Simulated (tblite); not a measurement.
Level: GFN2-xTB in tblite, geometry and Hessian alike; calculated harmonic values, unscaled, isolated species. Errors from tens to a few hundred cm⁻¹ against measured bands are possible. Modes of hydrogen on sulfur can be 10 to 20 % off. One conformer each. Thermal functions are those of the rigid rotor and harmonic oscillator, without mixing of conformers.

Question: Order these by their ideal-gas entropy at 500 K and 1 bar, highest first (cal/(mol K)).
A. `CC[C@H](C)C(=O)Cl`
B. `C=C[C+](C)C(C)C`
C. `C[C@H]1C(=O)C=C(Cl)C1=O`
D. `Cc1cc(S)ccn1`
E. `C#C[Si@]1(C)C[C@H](F)C1`

Answer: E (123.4), B (116.0), C (114.1), A (111.8), D (109.4).

| SMILES | atoms | mass (u) | symmetry number | modes under 300 cm⁻¹ | ZPE (kcal/mol) | S translation (cal/(mol K)) | S rotation | S vibration | S | Cp |
| --- | --- | --- | --- | --- | --- | --- | --- | --- | --- | --- |
| C#C[Si@]1(C)C[C@H](F)C1 | 17 | 128.05 | 1 | 8 | 81.3 | 43.0 | 30.7 | 49.6 | 123.4 | 53.8 |
| C=C[C+](C)C(C)C | 20 | 97.10 | 1 | 7 | 110.5 | 42.2 | 29.3 | 44.4 | 116.0 | 54.9 |
| C[C@H]1C(=O)C=C(Cl)C1=O | 14 | 144.00 | 1 | 6 | 59.6 | 43.4 | 31.0 | 39.7 | 114.1 | 46.1 |
| CC[C@H](C)C(=O)Cl | 16 | 120.03 | 1 | 7 | 82.1 | 42.9 | 29.9 | 39.1 | 111.8 | 46.0 |
| Cc1cc(S)ccn1 | 15 | 125.03 | 1 | 5 | 69.8 | 43.0 | 30.3 | 36.1 | 109.4 | 46.4 |

Entropies and Cp are for 500 K and 1 bar.
